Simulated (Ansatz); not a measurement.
Cost and result for the atomization energy of C$_{4}$H$_{2}$F$_{2}$Sn, SMILES `C#[C][Sn]([F])([F])[C]#C` (9 atoms, 8 bonds).

```xyz
9

C    -0.7005    0.0382   -2.8128
C    -0.7172    0.0332   -1.6091
Sn   -0.7278    0.0258    0.4348
F    -1.7922   -1.4275    1.0304
F    -1.6750    1.5540    1.0404
C     1.0746   -0.0476    1.3958
C     2.1413   -0.0903    1.9522
H    -0.6884    0.0424   -3.8796
H     3.0852   -0.1283    2.4479
```

The species carries charge 0 and has multiplicity 1. Correlated methods include outer-core shells of Sn, which these sets cover unevenly. Sn takes the def2 core potential. The geometry is a stationary point of PBE0-D4/def2-TZVP. Program: Ansatz. All runs use 4 threads of an AMD EPYC 9R45 on a shared host. Times are those of one run each, without the atoms' runs, and a repeat can differ threefold. Electronic energies, without spin–orbit coupling; frozen cores. CCSD(T)/CBS adds CCSD(T) − MP2 in def2-TZVPP to the MP2 limit, and its time is that of the two runs behind it. T1 = 0.015. With those shells the extrapolation isn't a true limit.

CCSD(T)/CBS is a level of theory with its own doubt, some kJ/mol a heavy atom from the limit and from the frozen cores, so smaller differences don't rank the functionals.

```
                             level  functions  wall time
            LDA (SPW92)/def2-TZVPP        264      0.7 s
   PBE-D4/def2-TZVPP (with forces)        264      1.4 s
                PBE0-D4/def2-TZVPP        264      1.7 s
               BHLYP-D4/def2-TZVPP        264      1.7 s
r2SCAN-D4/def2-TZVPP (with forces)        264      2.4 s
                 B2PLYP/def2-TZVPP        264      3.2 s
               PBE-QIDH/def2-TZVPP        264      3.2 s
                ωB97X-V/def2-TZVPP        264      3.7 s
  ωB97M-V/def2-TZVPP (with forces)        264      5.5 s
                  CCSD(T)/def2-SVP        120      6.5 s
                    MP2/def2-QZVPP        484       11 s
                CCSD(T)/def2-TZVPP        264    2.7 min
                 CCSD(T)/CBS(def2)          –    2.8 min
```

(1) What atomization energy does each give, and how far from CCSD(T)/CBS? (An estimate is asked.)

Results:

(1) Ansatz gave: 
| level | atomization (kcal/mol) | difference from CCSD(T)/CBS | per bond |
| --- | --- | --- | --- |
| LDA (SPW92)/def2-TZVPP | 1081.0 | 148.2 | 18.5 |
| PBE-D4/def2-TZVPP (with forces) | 960.1 | 27.3 | 3.4 |
| PBE0-D4/def2-TZVPP | 926.2 | -6.6 | -0.8 |
| BHLYP-D4/def2-TZVPP | 875.1 | -57.7 | -7.2 |
| r2SCAN-D4/def2-TZVPP (with forces) | 926.3 | -6.5 | -0.8 |
| B2PLYP/def2-TZVPP | 918.6 | -14.2 | -1.8 |
| PBE-QIDH/def2-TZVPP | 920.9 | -11.9 | -1.5 |
| ωB97X-V/def2-TZVPP | 925.1 | -7.7 | -1.0 |
| ωB97M-V/def2-TZVPP (with forces) | 925.7 | -7.1 | -0.9 |
| CCSD(T)/def2-SVP | 870.5 | -62.3 | -7.8 |
| MP2/def2-QZVPP | 960.3 | 27.5 | 3.4 |
| CCSD(T)/def2-TZVPP | 902.3 | -30.5 | -3.8 |
| CCSD(T)/CBS(def2) | 932.8 | 0.0 | 0.0 |

From r2SCAN to r2SCAN0 (25 % exact exchange), in def2-TZVPP and without D4, the atomization energy moves by −29.2 kcal/mol: exact exchange takes away binding that semilocal exchange gives to molecules. In def2-TZVPP, CCSD(T) changes the Hartree–Fock value by +261.5 kcal/mol (the triples alone add +24.1 kcal/mol) and MP2 by +300.9 kcal/mol; breaking electron pairs costs correlation energy, which Hartree–Fock lacks. The D4 term adds +8.4 kcal/mol with B3LYP and +4.4 kcal/mol with PBE0; it sums over pairs of atoms, weighted by their polarisabilities, and B3LYP, whose exchange is more repulsive, gets the larger term.

B3LYP here is the variant with VWN-RPA as its local correlation; programs differ in this.

Spin–orbit coupling would lower the free Sn atoms strongly, and the atomization energy with them, by more than many differences here. For some Ge, Se and Sn compounds the MP2-based and the directly extrapolated limit differ by 10 to 25 kJ/mol.
